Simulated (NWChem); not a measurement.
Molecule: BiBr2Cl; SMILES [Cl][Bi]([Br])[Br]

```xyz
4

Bi    -0.4405     0.5100     0.0000
Cl    -2.1243    -1.2853     0.0000
Br     1.0383    -0.2925     1.9917
Br     1.0383    -0.2925    -1.9917
```
Atoms are numbered in this order, from 1.

Program: NWChem. All runs use the structure optimised with PBE0/def2-SVP. def2 effective core potentials on Bi; no spin-orbit coupling.

Question: Taking PBE/def2-TZVPP as the yardstick, which of these has the fewest basis functions while keeping “highest occupied level (eV)” within 0.05 eV of it: PBE/def2-TZVP; PBE/def2-SVPD; PBE/def2-SVP?

Answer: PBE/def2-TZVP.
```tsv
level	basis functions	highest occupied level (eV)
PBE/def2-SVP	108	-7.02
PBE/def2-SVPD	141	-7.29
PBE/def2-TZVP	183	-7.22
PBE/def2-TZVPP	188	-7.22
```

The yardstick is one finite set, not the basis-set limit.
